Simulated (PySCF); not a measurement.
BeF from Hartree–Fock to correlated methods

State: ²Σ⁺ (doublet), unpaired electrons σ ↑. Set-up: PySCF, no relativity, basis sets Be def2-TZVP, F def2-TZVP. De refers to Be + F in their high-spin ground configurations, without counterpoise correction. The functionals are run spin-unrestricted. A positive dipole means Be(−)F(+).

| Level | Re (Å) | ωe (cm⁻¹) | De (eV) | μ (D) |
| --- | --- | --- | --- | --- |
| UHF | 1.359 | 1286 | 4.76 | -1.28 |
| UHF-MP2 | 1.379 | 1220 | 6.17 | n/a |
| UHF-SCS-MP2 | 1.379 | 1221 | 5.85 | n/a |
| UHF-CCSD | 1.372 | 1239 | 5.35 | n/a |
| UHF-CCSD(T) | 1.375 | 1228 | 5.46 | n/a |
| PBE | 1.382 | 1196 | 6.19 | -1.11 |
| PBEsol | 1.379 | 1204 | 6.42 | -1.11 |
| TPSS | 1.382 | 1197 | 5.94 | -1.13 |
| r²SCAN | 1.374 | 1224 | 6.17 | -1.18 |
| PBE0 | 1.370 | 1236 | 5.92 | -1.18 |
| r²SCAN0 | 1.366 | 1251 | 5.92 | -1.23 |
| ωB97X | 1.381 | 1203 | 5.84 | -1.20 |

The bond length runs from 1.359 Å (UHF) to 1.382 Å (PBE). De spans 4.76 eV (UHF, mean field) to 6.42 eV (PBEsol, GGA). Correlation at CCSD(T) changes the Hartree–Fock bond energy by +0.70 eV; the triples alone change it by +0.11 eV.

Correlated steps freeze 1 core orbital. The state is the lowest determinant that a PBE0 search found; another state may lie lower at other levels.

The whole job (state search and all levels along the bond) took about 1.6 min on 1 thread of Arm Neoverse V1 (shared host), peak memory 0.63 GiB.
